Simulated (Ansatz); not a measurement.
Single points on the cluster Mg3Se4⁻.

```yaml
crystal:
  periodic: [false, false, false]
  atoms:
    - {symbol: Mg, position_ang: [-1.382557, -0.951571, 0.253371]}
    - {symbol: Mg, position_ang: [1.408626, -0.397174, -0.859072]}
    - {symbol: Mg, position_ang: [-0.031126, 1.812999, 0.824642]}
    - {symbol: Se, position_ang: [-2.222501, 1.024358, 1.575148]}
    - {symbol: Se, position_ang: [2.193995, 1.903243, -0.189253]}
    - {symbol: Se, position_ang: [0.715014, -2.383224, 0.606753]}
    - {symbol: Se, position_ang: [-0.681452, -1.008621, -2.211599]}
basis:
  gaussian: {orbitals: def2-SVP, initial_orbitals: start.molden}
total_charge: -1
magnetization: {spin_polarized: true, initial_magnetization: 1}
hamiltonian: {xc: pbe, dispersion: d4}
scf: {omitted_lower_state_checks: [starts]}
output: {forces: true, orbitals: {seedname: orbitals}}
```

The file start.molden holds the orbitals of an earlier run on this structure, at another level or in another basis.

```sh
$ ansatz run in.yaml --threads 4 --pin off --events-out ev --progress --plain --max-ram 4787MiB
```

Shortened log:

```
Functional definition: PBE
  name "PBE"
  cite "Perdew, Burke & Ernzerhof, Phys. Rev. Lett. 77, 3865 (1996) doi:10.1103/PhysRevLett.77.3865"
  parent pbe
  parameter kappa = 0.804
  parameter beta = 0.06672455060314922
  exchange = pbe_x(kappa = kappa, mu = beta*pi^2/3)
  correlation = pbe_c(beta = beta)
these checks for a lower state are left out or cut short: starts
1921 factors; their error is unknown
mean field evaluation 1: about -277656.4933 eV, gradient 7.2e0 eV
mean field evaluation 2: about -277656.6546 eV, gradient 1.9e-1 eV
mean field evaluation 4: about -277656.2451 eV, gradient 5.4e-3 eV
mean field -277656.24510928 eV, -10203.6788056036 hartree, gradient 1.5e-5 eV, S^2 0.753292; 0 other end points of the search recorded, 0 dependent functions left out
the calculation of the forces begins
reference -277656.24516381 eV, -10203.6788076076 hartree; 87, 86 occupied and 95, 96 virtual orbitals, 1921 factors
Total energy: -277656.65244044 eV, -10203.6937747478 hartree
Atom 0 at    -1.382557    -0.951571     0.253371 Å, force     0.049955     0.027775    -0.013443 eV/Å
Atom 1 at     1.408626    -0.397174    -0.859072 Å, force    -0.051648     0.007865     0.025459 eV/Å
Atom 2 at    -0.031126     1.812999     0.824642 Å, force     0.000937    -0.051300    -0.022380 eV/Å
Atom 3 at    -2.222501     1.024358     1.575148 Å, force     0.034309     0.002553    -0.014632 eV/Å
Atom 4 at     2.193995     1.903243    -0.189253 Å, force    -0.033318    -0.012340     0.013715 eV/Å
Atom 5 at     0.715014    -2.383224     0.606753 Å, force     0.006460     0.009722     0.019194 eV/Å
Atom 6 at    -0.681452    -1.008621    -2.211599 Å, force    -0.006694     0.015724    -0.007913 eV/Å
Dipole moment:    -0.003254     0.040684     0.012521 e Å
Checks for a lower state left out: starts
```

Run time 8.5 s (4 threads of Arm Neoverse V1 on a shared host).

First input, but with `hamiltonian: {xc: r2scan, dispersion: d4}`, `output: {orbitals: {seedname: orbitals}}` (abridged; 23 s):

```
Functional definition: r2SCAN
mean field -277703.40753026 eV, -10205.4119926067 hartree, gradient 2.5e-5 eV, S^2 0.756851
Total energy: -277703.50192048 eV, -10205.4154613833 hartree
Checks for a lower state left out: starts
```

The first input with `hamiltonian: {xc: lda}`, `output: {orbitals: {seedname: orbitals}}` (abridged; 4.1 s):

```
Functional definition: SPW92
mean field -277256.50851132 eV, -10188.9887565796 hartree, gradient 2.4e-5 eV, S^2 0.751906
Total energy: -277256.50856305 eV, -10188.9887584808 hartree
Checks for a lower state left out: starts
```

First input, but with `gaussian: {orbitals: def2-SVPD, initial_orbitals: start.molden}`, `correlation: {method: mp2}`, `output: {orbitals: {seedname: orbitals}}` and without the key `hamiltonian` (abridged; 33 s):

```
Functional definition: HF
mean field -277480.93198630 eV, -10197.2361671655 hartree, gradient 4.5e-6 eV, S^2 0.793321
39 core orbitals not correlated: weight in the atoms' cores, before any rotation towards them, 1.000 or more for the frozen orbitals, at most 0.000 for the correlated occupied ones
second order -29.03962318 eV of doubles, -0.00000000 eV of singles
Total energy: -277509.97160948 eV, -10198.3033536337 hartree
Checks for a lower state left out: starts
```

First input, but with `hamiltonian: {xc: pbe0, dispersion: d4}`, `output: {orbitals: {seedname: orbitals}}` (abridged; 15 s):

```
Functional definition: PBE0
mean field -277666.21448974 eV, -10204.0451735778 hartree, gradient 2.9e-5 eV, S^2 0.758497
Total energy: -277666.57968819 eV, -10204.0585943734 hartree
Checks for a lower state left out: starts
```

Geometry: PBE-D4/def2-SVPD.

Correlated methods freeze 39 core orbitals; core or outer-core shells of Mg, Se are correlated, in sets that lack core-valence functions. Another isomer (doublet) lies 0.10 eV lower at PBE-D4/def2-SVP; other spin states weren't run for this one.
